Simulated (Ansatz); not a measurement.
Geometry optimisation, Ansatz 0.2.0, RHF/6-31G*.

Input:

```yaml
crystal:
  periodic: [false, false, false]
  atoms:
    - { symbol: B, position_ang: [0.220957, -0.498587, -0.377109] }
    - { symbol: C, position_ang: [-0.093638, -0.142978, 2.397272] }
    - { symbol: H, position_ang: [-0.638404, -0.39454, 3.300462] }
    - { symbol: H, position_ang: [0.827195, 0.36532, 2.662292] }
    - { symbol: H, position_ang: [-0.709613, 0.514066, 1.795516] }
    - { symbol: H, position_ang: [1.18537, 0.149836, -0.181224] }
    - { symbol: F, position_ang: [-0.891103, 0.083976, -0.793958] }
    - { symbol: O, position_ang: [0.2613, -1.855049, -0.224593] }
    - { symbol: C, position_ang: [-0.852254, -2.667739, -0.504623] }
    - { symbol: H, position_ang: [-0.55209, -3.694426, -0.356112] }
    - { symbol: H, position_ang: [-1.676968, -2.434747, 0.157496] }
    - { symbol: H, position_ang: [-1.183421, -2.541403, -1.527547] }
    - { symbol: H, position_ang: [0.14167, -1.061428, 1.850428] }
basis:
  gaussian: { orbitals: "6-31G*" }
hamiltonian:
  xc: hf
relax:
  f_tol: 0.03
  max_steps: 50
output:
  orbitals: {}
```

Run as:

```bash
$ ansatz run input.yaml --threads 1 --pin off --max-ram 2048MiB --backend cpu --events-out ev --progress --plain --runs-dir out
```

**Question.** Where does it end, and by what steps?

**Answer.** The forces met the threshold. The force dipped under the threshold on the way, but the program's further checks kept it going. After 28 steps the energy has fallen by 0.268 eV; H6 moved furthest, 1.15 Å.

```csv
step,energy less start (eV),largest force component (eV/Å),accepted
0,0.0000,1.318,yes
1,-0.1625,0.805,yes
2,-0.2344,0.330,yes
3,-0.2467,0.296,yes
4,-0.2554,0.081,yes
5,-0.2582,0.072,yes
6,-0.2593,0.046,yes
7,-0.2600,0.021,yes
8,-0.2605,0.058,yes
9,-0.2525,0.319,no
10,-0.2607,0.023,yes
11,-0.2613,0.089,yes
12,-0.2618,0.086,yes
13,-0.2626,0.180,yes
14,-0.2636,0.087,yes
15,-0.2639,0.078,yes
16,-0.2644,0.069,yes
17,-0.2649,0.034,yes
18,-0.2651,0.070,yes
19,-0.2654,0.043,yes
20,-0.2656,0.043,yes
21,-0.2658,0.064,yes
22,-0.2661,0.050,yes
23,-0.2664,0.068,yes
24,-0.2666,0.031,yes
25,-0.2666,0.123,yes
26,-0.2672,0.038,yes
27,-0.2674,0.025,yes
28,-0.2678,0.022,yes
```

```xyz
13
Properties=species:S:1:pos:R:3
B 0.378 -0.681 -1.028
C -0.187 0.002 2.976
H -1.002 -0.234 3.650
H 0.393 0.821 3.386
H -0.586 0.289 2.010
H 1.397 -0.134 -1.276
F -0.700 0.045 -0.767
O 0.312 -2.012 -1.007
C -0.878 -2.708 -0.709
H -0.650 -3.763 -0.738
H -1.243 -2.447 0.277
H -1.647 -2.487 -1.439
H 0.451 -0.869 2.864
```

The run took 65 s on 1 thread of Arm Neoverse V1, on a shared host, peak memory 0.17 GiB.
